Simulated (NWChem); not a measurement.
# C2H5NOSi; SMILES N[Si@H]1C=CO1

```xyz
10

N     -0.0540    -1.9313     0.4414
Si    -0.0149    -0.4584    -0.4224
C     -1.1382     0.9292     0.0327
C      0.0062     1.6053     0.2713
O      1.1119     0.7926     0.0810
H      0.4476    -2.7517     0.1267
H     -0.2755    -1.9693     1.4282
H      0.2583    -0.8165    -1.8339
H     -2.1556     1.2881     0.0754
H      0.2095     2.6377     0.5551
```
Atoms are numbered in this order, from 1.

Program: NWChem. Pople sets run with spherical d functions. The geometry was optimised at B3LYP/6-31G* (spherical d). Vertical excitations in the gas phase.

What does the run give for Hartree-Fock/6-31G*, CIS? Quantities: lowest excitation, singlet (eV); oscillator strength of that lowest state; lowest triplet (eV); orbital gap (eV).


```
Quantity                                  Result
----------------------------------------  ------
lowest excitation, singlet (eV)             6.88
oscillator strength of that lowest state   0.192
lowest triplet (eV)                         3.57
orbital gap (eV)                           13.41
```
